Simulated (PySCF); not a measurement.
C3H4N2, charge +1, multiplicity 2. Atoms are numbered in the order given.

```xyz
9

C      1.0972     0.5079     0.0000
C     -0.1612     1.1814     0.0000
N     -1.1513     0.3249     0.0000
N     -0.5627    -0.9396     0.0000
C      0.7391    -0.9091     0.0000
H      2.1068     0.9255     0.0000
H     -0.3541     2.2559     0.0000
H     -1.1763    -1.7583     0.0000
H      1.3716    -1.8013     0.0000
```
Charge +1, spin multiplicity 2.

Geometry: ωB97X-D3(BJ)/def2-SVP. The multiplicity is an assumed one; other spin states were not compared.

These are PBE/def2-TZVP (PySCF) values and carry that method's errors.

Atomic charges (e):

| atom | Mulliken | meta-Löwdin | Löwdin | Mulliken spin |
|---|---|---|---|---|
| C1 | ? | 0.02 | 0.05 | 0.58 |
| C2 | ? | 0.00 | -0.17 | -0.10 |
| N3 | -0.04 | -0.06 | 0.19 | 0.27 |
| N4 | ? | 0.03 | 0.24 | 0.06 |
| C5 | 0.01 | 0.08 | -0.06 | 0.22 |
| H6 | ? | 0.20 | 0.18 | -0.02 |
| H7 | 0.21 | 0.20 | 0.17 | 0.00 |
| H8 | 0.31 | 0.32 | 0.23 | 0.00 |
| H9 | 0.24 | 0.21 | 0.18 | -0.01 |

Task: Some entries are withheld; supply them. (Estimate from the structure and the level; the computed values follow.)

Result: 
- C1, Mulliken: 0.04
- C2, Mulliken: -0.05
- N4, Mulliken: 0.05
- H6, Mulliken: 0.23

Computed Mayer and Wiberg (Löwdin basis) orders of the bonds:
```
bond   Mayer  Wiberg
-----  -----  ------
C1–C2   1.27    1.46
C2–N3   1.68    1.99
N3–N4   0.99    1.34
C1–C5   1.18    1.36
N4–C5   1.59    1.87
C1–H6   0.91    0.85
C2–H7   0.94    0.84
N4–H8   0.87    0.85
C5–H9   0.91    0.85
```
